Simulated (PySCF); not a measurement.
TDDFT excited states: C2H11NSSi2

Species: C₂H₁₁NSSi₂.
Numbering: `[CH3:1][CH2:2][SiH2:3][S:4][SiH2:5][NH2:6]` (hydrogens: H7, H8, H9 on C1; H10, H11 on C2; H12, H13 on Si3; H14, H15 on Si5; H16, H17 on N6)

Computed with PySCF, TDDFT wB97X-D/def2-SVPD, vertical, gas phase, core orbitals frozen in the response. The structure is a single GFN2-xTB conformer in the gas phase; no vibrational or solvent corrections. Torsions of this conformer, `[CH3:1][CH2:2][SiH2:3][S:4][SiH2:5][NH2:6]`: C1–C2–Si3–S4 -59°, C2–Si3–S4–Si5 -48°, Si3–S4–Si5–N6 -46°, H–N6–Si5–S4 -41°, H–N6–Si5–S4 -179°.

```csv
state,E (eV),E (hartree),f,"main configurations (H = HOMO, L = LUMO)"
S1,6.32,0.2321,0.022,"H→L (72%), H→L+1 (18%)"
S2,6.66,0.2447,0.018,"H-1→L (70%), H→L+1 (11%)"
S3,6.70,0.2463,0.015,"H→L+1 (33%), H→L+2 (21%), H-1→L (14%)"
S4,6.81,0.2503,0.018,"H→L+2 (45%), H→L+1 (26%)"
S5,7.38,0.2711,0.011,"H-1→L+1 (47%), H-1→L+2 (9%), H→L+3 (9%)"
S6,7.43,0.2731,0.027,"H→L+4 (52%), H→L+3 (12%)"
S7,7.46,0.2743,0.021,"H-2→L (69%), H-2→L+1 (11%)"
S8,7.60,0.2793,0.0048,"H→L+3 (43%), H→L+4 (15%), H→L+5 (12%)"
```

Triplets, Tamm–Dancoff:

```
state  E (eV)  λ (nm)  main configurations (H = HOMO, L = LUMO)
   T1    5.97   207.8                    H→L (68%), H→L+1 (19%)
   T2    6.41   193.3                               H-1→L (64%)
   T3    6.45   192.3     H→L+2 (27%), H→L+1 (22%), H-1→L (16%)
```

The lowest singlet comes at 196 nm (609 kJ/mol) in the vacuum ultraviolet; it is weak; its leading configuration is HOMO→LUMO (72%). The most intense listed level is S6 at 7.43 eV (167 nm, f = 0.027), 1.12 eV above S1. Löwdin shares by element: HOMO sulfur 67%, silicon 17%, carbon 4% or more; LUMO silicon 40%, sulfur 12%, hydrogen 8% or more (atoms not listed hold the other 41%). The oscillator strengths of these states sum to 0.137; summed over the whole spectrum of an exact calculation they would give the number of electrons, 74 (Thomas–Reiche–Kuhn). Of the 8 states listed, 7 reach f = 0.01 and none stays under 0.0005. Weighted by f, the mean energy of these states is 6.99 eV. The window holds the lowest 8 singlets.
